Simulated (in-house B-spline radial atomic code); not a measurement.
## Tm⁸⁺: [Kr] 4d10 (4f5/2)3 (4f7/2)7 5s2 (5p1/2)2 (7p3/2)1 (an excited or competing configuration)

All numbers are computed (Dirac-Hartree-Fock, average of the jj configuration; Fermi nucleus of rms radius 5.2256 fm) with a radial B-spline atomic code at the basis-set limit, not measured.

Z_r = [3n² - l(l+1)]/(2<r>); Z_e = n√(-2ε); the last column is Slater's effective charge. Values are occupation-weighted means over j. An effective charge above Z reflects the relativistic contraction of the inner shells.

| shell | electrons | ε (eV) | <r> (bohr) | Z_r | Z_e | Slater |
| --- | --- | --- | --- | --- | --- | --- |
| 1s | 2 | -59904 | 0.02001 | 74.97 | 66.35 | 68.70 |
| 2s | 2 | -10363 | 0.08424 | 71.23 | 55.20 | 64.85 |
| 2p | 6 | -9206.3 | 0.07506 | 66.61 | 52.02 | 64.85 |
| 3s | 2 | -2505.7 | 0.2199 | 61.40 | 40.71 | 57.75 |
| 3p | 6 | -2144.7 | 0.2191 | 57.05 | 37.67 | 57.75 |
| 3d | 10 | -1676.8 | 0.1998 | 52.56 | 33.30 | 47.85 |
| 4s | 2 | -643.71 | 0.496 | 48.38 | 27.51 | 41.25 |
| 4p | 6 | -520.74 | 0.5243 | 43.87 | 24.75 | 41.25 |
| 4d | 10 | -349.58 | 0.5634 | 37.27 | 20.28 | 29.85 |
| 5s | 2 | -190.86 | 1.118 | 33.55 | 18.73 | 16.15 |
| 4f | 10 | -164.08 | 0.6483 | 27.76 | 13.89 | 19.85 |
| 5p | 2 | -163.23 | 1.196 | 30.52 | 17.32 | 16.15 |
| 7p | 1 | -45.875 | 3.952 | 18.35 | 12.85 | 9.00 |

The least bound orbital is 7p3/2 at -45.87 eV, and it is also the most diffuse (<r> = 3.952 bohr).

For the 1s electron the small component carries 6.69 % of the norm, the zero-frequency Breit interaction raises the level by 193 eV, self-energy by 118 eV, and vacuum polarisation lowers it by 20.72 eV.
